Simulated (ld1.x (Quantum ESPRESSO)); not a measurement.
Logarithmic derivatives: Tm, PAW

ld1.x (Quantum ESPRESSO) 7.5 input, shortened:

```
&input
   title='Tm', zed=69., rel=2, dft='PBE', iswitch=3,
   config='[Xe] 4f12 5d1 6s2 6p0', rel_dist='average'
 /
 &inputp
   pseudotype=3, lpaw=.true., tm=.true., lloc=-1, rcloc=0.95,
   nlcc=.false.,
   which_augfun='BESSEL', rmatch_augfun=0.55
 /
8
5S  1  0   2.00   0.00  1.55  1.75  0.0
6S  2  0   2.00   0.00  1.55  1.75  0.0
5P  2  1   6.00   0.00  2.20  2.90  0.0
6P  3  1   0.00   0.00  2.20  2.90  0.0
5D  3  2   1.00   0.00  2.95  3.20  0.0
5D  3  2   0.00   2.15  2.95  3.20  0.0
4F  4  3  12.00   0.00  0.60  0.70  0.0
4F  4  3   0.00   1.85  0.60  0.70  0.0
 &test
   configts(1)='4f12 5s2 5p6 5d1 6s2 6p0'
 /
```

Open shells are filled in proportion to 2j + 1 (rel_dist='average').

The phase is arctan(r·u′/u) with u = r·R(r), unwrapped; energies in Ry, scanned from -6 to 5 Ry. A pole is an energy at which the radial function vanishes at the test radius. The pseudo phase is shifted by a multiple of π to meet the all-electron one at the reference energy, and phase errors are pseudo minus all-electron; the curves can meet again beyond the range given. Levels narrower than the energy grid can be missing from the lists of poles.

Q: For each channel, where are the poles, and over which energies does the pseudopotential scatter like the atom?

A:

```
channel  radius (bohr)  reference energy (Ry)  poles, all-electron     poles, pseudo  unbroken range about the reference energy with phases within 0.05 rad  phase error 1 Ry above the reference energy (rad)
   p1/2           3.48                  -0.11          -2.54, 1.60       -2.54, 1.63                                                            -0.9 to 3.7                                             +0.005
   p3/2           3.48                  -0.09          -2.08, 1.87       -2.08, 4.51                                                              below 0.1                                             +0.519
   d3/2           3.48                  -0.16           0.16, 3.58  0.16, 3.34, 4.75                                                              below 3.6                                             -0.007
   d5/2           3.48                  -0.14           0.22, 3.65  0.21, 3.38, 4.73                                                              below 3.5                                             -0.007
   f7/2           3.48                  -0.66          -0.65, 2.43       -0.65, 2.43                                                        the whole range                                             +0.000
```

The ghost test of this file was not conclusive.

Phases in the d3/2 channel:

| E (Ry) | all-electron | pseudo |
| --- | --- | --- |
| -6.00 | 1.453 | 1.452 |
| -5.48 | 1.447 | 1.447 |
| -4.96 | 1.441 | 1.440 |
| -4.44 | 1.433 | 1.433 |
| -3.92 | 1.424 | 1.424 |
| -3.40 | 1.413 | 1.412 |
| -2.88 | 1.398 | 1.398 |
| -2.36 | 1.379 | 1.379 |
| -1.84 | 1.351 | 1.350 |
| -1.32 | 1.304 | 1.303 |
| -0.80 | 1.195 | 1.193 |
| -0.28 | 0.206 | 0.204 |
| 0.24 | -1.622 | -1.625 |
| 0.76 | -1.851 | -1.858 |
| 1.28 | -2.286 | -2.306 |
| 1.80 | -3.935 | -3.942 |
| 2.32 | -4.472 | -4.472 |
| 2.84 | -4.616 | -4.622 |
| 3.36 | -4.689 | -4.715 |
| 3.88 | -4.742 | -5.020 |
| 4.40 | -4.793 | -7.794 |
| 4.92 | -4.860 | -7.874 |
